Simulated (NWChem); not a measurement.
System: GaH3; SMILES [GaH3]

```xyz
4

Ga     0.0000     0.0000     0.0000
H      1.1176     1.1176     0.0000
H      0.4091    -1.5267     0.0000
H     -1.5267     0.4091     0.0000
```
Atoms are numbered in this order, from 1.

All runs use the structure optimised with PBE-D3(BJ)/def2-SVP.

Problem. List the 4 lowest vertical singlet excitations from PBE/def2-SVP, TDA (NWChem).

Solution. 
```
state  energy (eV)  oscillator strength  leading excitation (squared amplitude)
-----  -----------  -------------------  --------------------------------------
S1            4.83                0.000                      HOMO → LUMO (0.72)
S2            4.83                0.000                    HOMO−1 → LUMO (0.72)
S3            8.54                0.025                    HOMO → LUMO+1 (0.63)
S4            8.54                0.025                  HOMO−1 → LUMO+1 (0.63)
```
